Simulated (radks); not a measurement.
Values are calculated unless marked as measured or tabulated.
Q: Isoelectronic series with 2 electrons, all held in the configuration [He], which need not be the ground one along the series. Level of theory: scalar-relativistic Kohn-Sham, r2SCAN, spin-unpolarised, spherical densities, finite nucleus; meta-GGA in the generalised Kohn-Sham scheme; Fermi nuclear charge, rms radius of each element as measured or else 0.836 A^(1/3) + 0.57 fm (a radial shooting solver on a logarithmic mesh with Libxc functionals). Total energies (hartree) and mean radii <r> (bohr):

ion,E (hartree),1s
He,-2.90510,0.9358
B3+,-22.04024,0.3252
O6+,-59.20851,0.1968
Cl15+,-279.60329,0.08984
Ca18+,-389.72720,0.07595
V21+,-518.43199,0.06572
Fe24+,-665.91297,0.05787
Cu27+,-832.39712,0.05165
Ge30+,-1018.14461,0.04659
Br33+,-1223.45220,0.04239
Sr36+,-1448.65398,0.03885
Nb39+,-1694.12413,0.03582
Ru42+,-1960.28046,0.03320

Estimate the row of Si12+.

A: E (hartree) -187.89509; 1s 0.1098.
